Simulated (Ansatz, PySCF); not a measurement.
System: sum formula H2BO2, net charge 0, doublet state. It need not be the lowest isomer of its formula. 
Structure (B3LYP-D3(BJ)/def2-TZVP (Ansatz, a program for electronic structure) minimum search):
```
B
O 1 1.3477
H 2 0.9710 1 116.96
O 1 1.3477 2 129.88 3 0.00
H 4 0.9710 1 116.96 2 0.00
```
Charge 0, spin multiplicity 2.

Dipole moments at this geometry, in debye (magnitudes).

| level | program | dipole (D) |
|---|---|---|
| SVWN5/def2-TZVPD | Ansatz | 3.02 |
| PBE/def2-TZVPD | Ansatz | 2.96 |
| BP86/def2-TZVPD | PySCF | 2.97 |
| TPSS/def2-TZVPD | PySCF | 3.03 |
| M06-L/def2-TZVPD | PySCF | 3.03 |
| r2SCAN/def2-TZVPD | Ansatz | 3.07 |
| B3LYP/def2-TZVPD | PySCF | 3.02 |
| PBE0/def2-TZVPD | Ansatz | 3.12 |
| BHLYP/def2-TZVPD | Ansatz | 3.15 |
| TPSSh/def2-TZVPD | PySCF | 3.08 |
| r2SCAN0/def2-TZVPD | Ansatz | 3.16 |
| PW6B95/def2-TZVPD | PySCF | 3.08 |
| HSE06/def2-TZVPD | Ansatz | 3.11 |
| CCSD(T)/aug-cc-pVDZ | Ansatz | 3.17 |
